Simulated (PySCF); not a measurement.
These are PBE0-D4/def2-TZVP in PySCF values and carry that method's errors. Isolated molecules, 0 K electronic values unless said otherwise. One relaxed conformer stands for a flexible species; it need not be the lowest. Excitations are Tamm–Dancoff values on a coarser integration grid. The basis has no diffuse functions, so Rydberg states are missing or too high.

Reference species (SMILES): `[CH3][In]([CH3])[SH]` (C–In–S–H torsion 0°) (neutral, multiplicity 1).

```json
{
  "T1 excitation (TDA)": "4.49 eV",
  "HOMO–LUMO gap": "6.09 eV"
}
```

Changed species: `[CH3][In]([CH3])[CH3]` (0 of 3 CH3 replaced by SH; the reference has 1 of 3 CH3 replaced by SH).

Problem. Predict the effect on the T1 excitation (TDA) and HOMO–LUMO gap.

Solution. the T1 excitation (TDA) rises by 0.03 eV, to 4.52 eV; the HOMO–LUMO gap goes up by 0.06 eV, to 6.15 eV.
